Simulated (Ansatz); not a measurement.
Basis-set series for CH7AlBGaGe (`[GeH3][Ga]1[BH][CH2][AlH]1`). The species carries charge 0 and has multiplicity 1. The structure was optimised at the PBE0-D4/def2-TZVP level.

```tsv
functional	basis	functions	energy (Eh)	HOMO (eV)	LUMO (eV)
PBE0-D4	def2-SVP	145	-4310.06937	-5.71	-2.75
PBE0-D4	def2-TZVPP	298	-4310.73282	-5.72	-2.77
ωB97M-V	def2-SVP	145	-4310.48645	-7.54	-0.93
ωB97M-V	def2-TZVPP	298	-4311.15207	-7.57	-0.99
```

Q: Give the rows for def2-QZVPP. (An estimate is asked.)

A: The calculation gave: 
| functional | basis | functions | energy (Eh) | HOMO (eV) | LUMO (eV) |
| --- | --- | --- | --- | --- | --- |
| PBE0-D4 | def2-QZVPP | 572 | -4310.83198 | -5.72 | -2.77 |
| ωB97M-V | def2-QZVPP | 572 | -4311.24883 | -7.58 | -1.03 |

Scalar relativity is left out up to krypton.

All numbers were calculated with Ansatz.
